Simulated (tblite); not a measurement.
Compound: C6H11P.
InChI=1S/C6H11P/c1-6(2,3)7-4-5-7/h4-5H,1-3H3

Computed with GFN2-xTB (tblite): harmonic, unscaled wavenumbers at the GFN2-xTB geometry, gas phase. Errors from tens to a few hundred cm⁻¹ against measured bands are possible.

Harmonic wavenumbers (cm⁻¹): 36.8, 187.5, 188.4, 206.7, 242.7, 257.4, 277.2, 296.2, 347.5, 392.3, 409.7, 589.2, 654.4, 702.5, 706.0, 751.8, 851.8, 878.1, 916.7, 959.3, 964.5, 965.1, 1020.8, 1026.5, 1194.5, 1230.8, 1232.6, 1401.5, 1403.3, 1423.7, 1488.0, 1490.6, 1491.9, 1502.9, 1502.9, 1509.2, 1669.5, 2998.2, 3000.1, 3005.6, 3007.1, 3012.0, 3012.2, 3017.3, 3018.1, 3020.4, 3141.8, 3159.2.

A = 3421, B = 1705, C = 1662 MHz; mass 114.060 u (most abundant isotopes); point group Cs, symmetry number 1.

**Question.** Zero-point energy?

**Answer.** Half the sum of the wavenumbers: 32881 cm⁻¹ = 393.35 kJ/mol.

**Question.** What is S at 350 K and 1 bar for an ideal gas of classical rigid rotors and harmonic oscillators?

**Answer.** Translation 171.26, rotation 118.72, vibration 122.65: S = 412.6 J/(mol K).

**Question.** And Cp and H(350 K) − H(0)?

**Answer.** Cp = 170.93 J/(mol K), of which vibrations give 137.67 (their classical limit is 48 R = 399.1); H(350 K) − H(0) = 35.30 kJ/mol without the zero-point energy, 23.66 from vibrations.

**Question.** Blend soft modes into free rotors: weight 1/[1 + (100 cm⁻¹/ν̃)⁴] for the oscillator and the rest for a rotor with moment μB/(μ + B), μ = h/(8π²ν), B = 10⁻⁴⁴ kg m². What vibrational entropy results?

**Answer.** 115.47 J/(mol K) in place of 122.65, which changes −T·S at 350 K by +2.51 kJ/mol.

**Question.** How do the functions run with temperature in this model?

**Answer.** 
```tsv
T (K)	S (J/(mol K))	Cp (J/(mol K))	H − H(0) (kJ/mol)	G − H(0) (kJ/mol)	ln q(vib)
150	305.1	92.5	8.82	-36.94	2.13
250	361.8	132.6	20.10	-70.36	4.32
298.15	386.8	151.4	26.94	-88.39	5.42
400	436.6	188.7	44.30	-130.35	7.78
600	524.8	246.7	88.17	-226.70	12.41
900	636.6	304.4	171.50	-401.45	18.99
```

q(vib) and H(0) count from the zero-point level.

**Question.** Which modes carry the vibrational entropy at 350 K?

**Answer.** 36.8 cm⁻¹: 24.03; 187.5 cm⁻¹: 10.68; 188.4 cm⁻¹: 10.64; 206.7 cm⁻¹: 9.91; 242.7 cm⁻¹: 8.67; 257.4 cm⁻¹: 8.22 J/(mol K); the other 42 give 50.49 together.

Hindered rotation and anharmonicity are outside this model.

Shape of the structure used: `[CH3:1][C:2]([CH3:3])([CH3:4])[P:5]1[CH:6]=[CH:7]1`: C1–C2–P5–C6 -159°.
